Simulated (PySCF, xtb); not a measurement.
B(H)(Me)(NMe2) (C3H10BN), SMILES B(N(C)C)C.

GFN2-xTB run with xtb 6.7.1 at its own geometry gives an orbital gap of 5.70 eV and a dipole moment of 1.89 D.

Coordinates come from a PBE0-D3(BJ)/def2-SVP optimisation. The geometry has at least one imaginary mode, so it is a saddle point at that level. The values are those of a single conformer.

What does ωB97X/def2-TZVP run with PySCF give? (The exact figures need the calculation; the answer reports its results.)

gap 12.09 eV (levels -9.49 and 2.61 eV), dipole 1.51 D.
